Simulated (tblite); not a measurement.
C4H12Si2.
SMILES with atom numbers: `[SiH3:1][CH2:2][C@@H:3]1[CH2:4][CH2:5][SiH2:6]1` (hydrogens: H7, H8, H9 on Si1; H10, H11 on C2; H12 on C3; H13, H14 on C4; H15, H16 on C5; H17, H18 on Si6)

Computed with GFN2-xTB (tblite), gas phase: L-BFGS steps from a force-field or distance-geometry start until the largest atomic force falls under 0.01 eV/Å.

Step 29: E = -492.6948 eV
```
atom  x, y, z in Å  |  force x, y, z in eV/Å
Si1     2.6775   -0.4204   -0.6093    0.031   0.030  -0.029
C2      0.9010   -1.1023   -0.5577    0.049   0.073   0.057
C3     -0.0856   -0.0781   -0.0032    0.106   0.111  -0.038
C4     -1.5363   -0.5435    0.2336    0.093  -0.046  -0.042
C5     -2.2541    0.7927   -0.0493    0.033  -0.055  -0.006
Si6    -0.7305    1.4246   -1.0096    0.070  -0.048  -0.061
H7      3.6852   -1.4560   -0.8760   -0.136  -0.016  -0.011
H8      3.0070    0.1897    0.6851   -0.030  -0.016  -0.041
H9      2.7472    0.5911   -1.6670    0.018   0.037   0.009
H10     0.8866   -1.9961    0.0754   -0.069   0.015  -0.018
H11     0.5866   -1.4207   -1.5571   -0.006   0.022   0.109
H12     0.2913    0.3015    0.9521    0.122  -0.063   0.014
H13    -1.7959   -1.3030   -0.5025   -0.140   0.017  -0.054
H14    -1.6987   -0.9703    1.2250   -0.111   0.075  -0.008
H15    -3.1920    0.7133   -0.5935   -0.043  -0.099   0.105
H16    -2.4401    1.3426    0.8708   -0.063  -0.035  -0.001
H17    -0.1533    2.7357   -0.7068   -0.040  -0.037  -0.046
H18    -0.9050    1.2053   -2.4511    0.114   0.036   0.061
```

Step 30: E = -492.7006 eV
```
atom  x, y, z in Å  |  force x, y, z in eV/Å
Si1     2.6830   -0.4231   -0.6137   -0.082  -0.001  -0.029
C2      0.9029   -1.0950   -0.5581   -0.011   0.009   0.079
C3     -0.0837   -0.0731    0.0011    0.124   0.127  -0.062
C4     -1.5335   -0.5431    0.2374    0.134  -0.007  -0.012
C5     -2.2590    0.7849   -0.0549    0.057   0.005  -0.043
Si6    -0.7323    1.4268   -1.0066    0.086   0.029  -0.037
H7      3.6707   -1.4706   -0.8851   -0.072  -0.052  -0.021
H8      3.0127    0.1840    0.6771    0.001   0.010   0.028
H9      2.7518    0.5892   -1.6656    0.032   0.079  -0.047
H10     0.8819   -1.9895    0.0750   -0.032   0.024  -0.015
H11     0.5829   -1.4178   -1.5545    0.006   0.052   0.096
H12     0.2982    0.3050    0.9546    0.107  -0.058   0.023
H13    -1.7833   -1.3084   -0.4952   -0.164  -0.006  -0.038
H14    -1.6996   -0.9548    1.2333   -0.098   0.010   0.003
H15    -3.1924    0.6926   -0.6018   -0.073  -0.089   0.059
H16    -2.4583    1.3418    0.8583   -0.045  -0.054   0.017
H17    -0.1594    2.7426   -0.6914   -0.078  -0.113  -0.068
H18    -0.8917    1.2149   -2.4509    0.109   0.035   0.067
```

Step 31: E = -492.7065 eV
```
atom  x, y, z in Å  |  force x, y, z in eV/Å
Si1     2.6892   -0.4287   -0.6208   -0.164  -0.019  -0.019
C2      0.9043   -1.0851   -0.5569   -0.046  -0.053   0.071
C3     -0.0786   -0.0630    0.0063    0.098   0.081  -0.046
C4     -1.5265   -0.5425    0.2439    0.090   0.034   0.013
C5     -2.2654    0.7747   -0.0651   -0.018   0.072  -0.043
Si6    -0.7333    1.4313   -1.0026    0.065   0.107   0.004
H7      3.6534   -1.4919   -0.8989   -0.020  -0.076  -0.030
H8      3.0249    0.1735    0.6675    0.026   0.026   0.075
H9      2.7600    0.5853   -1.6673    0.042   0.107  -0.087
H10     0.8745   -1.9807    0.0744    0.006   0.026   0.007
H11     0.5770   -1.4111   -1.5496    0.014   0.075   0.061
H12     0.3099    0.3104    0.9586    0.084  -0.040   0.026
H13    -1.7702   -1.3187   -0.4819   -0.138   0.027   0.034
H14    -1.6991   -0.9331    1.2481   -0.058  -0.037  -0.046
H15    -3.1949    0.6611   -0.6202    0.011  -0.065   0.071
H16    -2.4901    1.3404    0.8411    0.008  -0.128  -0.061
H17    -0.1717    2.7516   -0.6680   -0.103  -0.165  -0.088
H18    -0.8725    1.2326   -2.4498    0.103   0.028   0.057
```

Step 32: E = -492.7104 eV
```
atom  x, y, z in Å  |  force x, y, z in eV/Å
Si1     2.6871   -0.4237   -0.6245   -0.169  -0.030  -0.034
C2      0.9062   -1.0772   -0.5546   -0.097  -0.119   0.051
C3     -0.0731   -0.0563    0.0080    0.039   0.002   0.017
C4     -1.5201   -0.5434    0.2407    0.084   0.110   0.044
C5     -2.2614    0.7681   -0.0682    0.119   0.078  -0.132
Si6    -0.7310    1.4296   -1.0052    0.034   0.116   0.077
H7      3.6233   -1.5082   -0.9039    0.043  -0.071  -0.039
H8      3.0163    0.1782    0.6623    0.066   0.037   0.125
H9      2.7624    0.5981   -1.6622    0.047   0.095  -0.106
H10     0.8702   -1.9725    0.0760    0.047   0.014   0.041
H11     0.5724   -1.4078   -1.5417    0.014   0.077  -0.020
H12     0.3188    0.3085    0.9613    0.054   0.003   0.043
H13    -1.7627   -1.3146   -0.4883   -0.118  -0.036   0.025
H14    -1.7111   -0.9237    1.2436    0.015  -0.125  -0.005
H15    -3.1929    0.6465   -0.6031   -0.177  -0.071  -0.126
H16    -2.4836    1.3307    0.8317    0.000   0.012   0.159
H17    -0.1740    2.7468   -0.6655   -0.088  -0.108  -0.080
H18    -0.8558    1.2272   -2.4475    0.086   0.015  -0.039
```

Q: Estimate the geometry and energy of step 33. (The exact step hangs on the optimiser's Hessian estimate; all steps are aligned on step 32, rigid shifts and turns removed.)

A: E = -492.7156 eV, largest force 0.136 eV/Å
```
atom  x, y, z in Å  |  force x, y, z in eV/Å
Si1     2.6893   -0.4315   -0.6307   -0.106  -0.007  -0.011
C2      0.9040   -1.0720   -0.5526   -0.049  -0.087   0.019
C3     -0.0683   -0.0468    0.0121   -0.011  -0.044   0.052
C4     -1.5128   -0.5410    0.2492   -0.041   0.098   0.020
C5     -2.2674    0.7626   -0.0799   -0.049   0.073  -0.041
Si6    -0.7314    1.4367   -1.0006   -0.012   0.085   0.065
H7      3.6173   -1.5254   -0.9165    0.005  -0.029  -0.029
H8      3.0331    0.1668    0.6582    0.046   0.008   0.061
H9      2.7708    0.5925   -1.6694    0.041   0.060  -0.069
H10     0.8650   -1.9670    0.0765    0.045  -0.007   0.059
H11     0.5667   -1.3987   -1.5390    0.003   0.063  -0.040
H12     0.3282    0.3149    0.9650    0.044   0.011   0.031
H13    -1.7563   -1.3262   -0.4707   -0.056   0.056   0.111
H14    -1.7054   -0.9092    1.2595    0.042  -0.089  -0.092
H15    -3.1954    0.6207   -0.6304    0.032  -0.031  -0.009
H16    -2.5161    1.3296    0.8188    0.052  -0.096  -0.031
H17    -0.1882    2.7533   -0.6438   -0.072  -0.077  -0.078
H18    -0.8420    1.2470   -2.4469    0.089   0.014  -0.017
```

The energy changes by -0.0052 eV. The first-order estimate −F·Δx gives -0.0084 eV and the mean of the old and new forces, exact on a quadratic surface, -0.0051 eV. The step makes an angle of 80° with the force vector and moves no atom by more than 0.038 Å.

What follows is the cost of the whole relaxation. Hardware: one thread of an Intel Xeon at 2.50 GHz, shared host with 64 logical CPUs at a one-minute load of 60. Cost: 1.9 s wall.
